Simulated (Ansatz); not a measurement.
Molecule: sum formula GeCl3F, net charge 0, singlet state. 
Geometry from a B3LYP-D3(BJ)/def2-TZVP (Ansatz, an electronic-structure program) optimisation:
```xyz
5

F      0.0235    -0.0797     1.9082
Ge     0.0023    -0.0078     0.1874
Cl    -1.6640    -1.1416    -0.4823
Cl     1.8287    -0.8353    -0.5126
Cl    -0.1816     2.0338    -0.3679
```

Wanted: vertical ionisation energy (to the doublet state of charge +1; each state is the SCF solution reached for its spin; the molecule has degenerate orbitals, so one determinant may break the symmetry), in eV. Cores are frozen in the correlated levels unless marked. Open shells are spin-unrestricted. No spin-orbit coupling. The frozen core is the preceding noble-gas configuration, with the filled d and f shells of earlier blocks. No relativistic terms. CBS marks a two-point X^-3 extrapolation of the correlation energy; Hartree-Fock from the larger set.

```tsv
level	program	vertical ionisation energy (eV)
r2SCAN/def2-TZVPD	Ansatz	11.57
B3LYP/def2-TZVPD	Ansatz	11.76
PBE0/def2-TZVPD	Ansatz	11.88
BHLYP/def2-TZVPD	Ansatz	12.29
```

What does CCSD(T)/CBS(def2-TZVPPD,def2-QZVPPD) (Ansatz) give?

12.66 eV, so BHLYP/def2-TZVPD differs from it by -0.37 eV.
